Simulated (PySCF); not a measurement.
## Spin-rotation constants: `CCC1=CC=C[C@H]1C`, C8H12

Geometry:
```csv
atom,x (Å),y (Å),z (Å)
C1,2.700,-0.161,-0.205
C2,1.405,-0.492,0.527
C3,0.215,0.231,-0.009
C4,0.122,1.062,-1.058
C5,-1.243,1.531,-1.191
C6,-1.993,0.996,-0.223
C7,-1.146,0.102,0.634
C8,-1.668,-1.335,0.670
H9,2.630,-0.448,-1.251
H10,3.533,-0.697,0.244
H11,2.906,0.905,-0.151
H12,1.223,-1.570,0.466
H13,1.515,-0.249,1.590
H14,0.914,1.362,-1.720
H15,-1.568,2.210,-1.961
H16,-3.044,1.139,-0.050
H17,-1.112,0.489,1.659
H18,-2.682,-1.358,1.063
H19,-1.037,-1.957,1.300
H20,-1.677,-1.748,-0.336
```

Theory: GIAO PBE/pcSseg-1 magnetisability, rotational g tensor and spin-rotation constants, non-relativistic, gas phase in PySCF. Geometry: GFN2-xTB.

(1) Give the nuclear spin-rotation constants along the inertial axes (H = +C I·J) beside the isotropic shieldings.

(2) How do the rotational constants and the g tensor change when H9, H10, H11, H12, H13, H14, H15, H16, H17, H18, H19, H20 are replaced by deuterium?

Answers

(1) Rotational constants 3.3181, 1.6761, 1.1941 GHz. A star marks the isotopologue with that one atom substituted, in its own axes.
| atom | isotope | Caa (kHz) | Cbb (kHz) | Ccc (kHz) | mean (kHz) | σ (ppm) |
| --- | --- | --- | --- | --- | --- | --- |
| H9 | 1H | -0.341 | -0.158 | 0.004 | -0.165 | 30.3 |
| H10 | 1H | -0.025 | -0.129 | -0.130 | -0.095 | 30.3 |
| H11 | 1H | -0.341 | -0.055 | -0.068 | -0.155 | 30.3 |
| H12 | 1H | -0.344 | -0.036 | -0.056 | -0.145 | 29.0 |
| H13 | 1H | -0.343 | -0.134 | 0.011 | -0.155 | 29.2 |
| H14 | 1H | -0.010 | -0.005 | -0.121 | -0.046 | 25.5 |
| H15 | 1H | -0.185 | 0.097 | -0.123 | -0.070 | 25.1 |
| H16 | 1H | 0.366 | -0.167 | -0.135 | 0.021 | 25.1 |
| H17 | 1H | -0.355 | -0.140 | 0.025 | -0.157 | 28.7 |
| H18 | 1H | 0.005 | -0.147 | -0.124 | -0.089 | 30.1 |
| H19 | 1H | -0.165 | -0.053 | -0.131 | -0.116 | 30.1 |
| H20 | 1H | -0.397 | -0.174 | 0.012 | -0.186 | 31.4 |
| C1 | 13C* | 0.468 | 0.229 | 0.170 | 0.289 | 169.3 |
| C2 | 13C* | 0.545 | 0.298 | 0.177 | 0.340 | 154.5 |
| C3 | 13C* | 1.730 | 0.683 | 0.230 | 0.881 | 17.9 |
| C4 | 13C* | 1.453 | 0.563 | 0.208 | 0.742 | 54.6 |
| C5 | 13C* | 1.424 | 0.624 | 0.213 | 0.754 | 46.7 |
| C6 | 13C* | 1.658 | 0.562 | 0.230 | 0.817 | 37.1 |
| C7 | 13C* | 0.622 | 0.391 | 0.240 | 0.418 | 126.1 |
| C8 | 13C* | 0.500 | 0.248 | 0.167 | 0.305 | 165.4 |

For the geometry as given, no vibrational averaging.

(2) Constants 2.6307, 1.3763, 0.9873 GHz; g -0.0225, -0.0124, 0.0057, against -0.0283, -0.0151, 0.0069 before.
